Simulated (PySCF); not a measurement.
CBr at PBE0

Computed with PBE0; basis C 6-31G(d,p), Br 6-31G(d,p); no relativity; PySCF 2.14.

- state: ²Π (doublet), unpaired electrons π ↑
- bond length: 0.1836 nm
- harmonic wavenumber: 729 cm⁻¹
- force constant: 3.26 mdyn/Å
- rotational constant Be: 0.4802 cm⁻¹
- anharmonicity ωexe: 3.61 cm⁻¹
- vibration–rotation constant αe: 0.00379 cm⁻¹
- well depth De to C + Br: 351 kJ/mol
- dissociation energy D0: 346 kJ/mol
- bond order (Mayer): 1.46
- dipole moment (positive dipole means C(−)Br(+)): 1.24 D

Spin–orbit coupling is left out. The state was picked by a PBE0 search and need not be the measured ground state.
